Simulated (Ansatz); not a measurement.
`N#[C][Ge]([Cl])([Cl])[Cl]` + H–F → `[F][Ge]([Cl])([Cl])[Cl]` + `C#N`  (ligand exchange at a Ge–C bond)

Calculated with Ansatz (gas phase, PBE0-D4/def2-TZVP geometries, no zero-point term in ΔE). CCSD(T)/CBS is the MP2 limit (def2-TZVPP, def2-QZVPP) plus CCSD(T) − MP2 in def2-TZVPP, frozen cores. This one scheme is used for every species. Functionals use def2-TZVPP. HSE06 is defined as in plane-wave codes. For Ge outer-core shells are correlated without core-valence functions, which leaves a few kJ/mol of doubt a bond. Scalar relativity is left out up to krypton.

Q: Is it downhill or uphill in electronic energy at CCSD(T)/CBS, and by how much? (Estimate.)

A: Computed: Downhill: ΔE = -0.54 eV.

Q: What do these levels give: B97M-V, PBE0-D4, r2SCAN0-D4, ωB97X-V, revPBE, HSE06, CAM-B3LYP, LC-ωPBE, HF/def2-SVP, CCSD(T)/def2-SVP, HF/def2-QZVPP, CCSD/CBS(def2)? (An estimate is asked.)

A: The calculation gave: B97M-V -0.71, PBE0-D4 -0.55, r2SCAN0-D4 -0.63, ωB97X-V -0.66, revPBE -0.61, HSE06 -0.59, CAM-B3LYP -0.72, LC-ωPBE -0.65, HF/def2-SVP -0.73, CCSD(T)/def2-SVP -0.67, HF/def2-QZVPP -0.78, CCSD/CBS(def2) -0.57 eV.

Largest T1 diagnostic among the species: 0.014.

From r2SCAN to r2SCAN0 (25 % exact exchange), in def2-TZVPP and without D4, ΔE moves by +0.04 eV. Leaving LDA and LC-ωPBE aside and taking each functional with its dispersion term where it has one, the values, not all of them listed here, spread over 0.16 eV, from B97M-V to revPBE-D4. At CCSD(T), def2-SVP lies −0.13 eV from the extrapolated value and def2-TZVPP +0.01 eV.
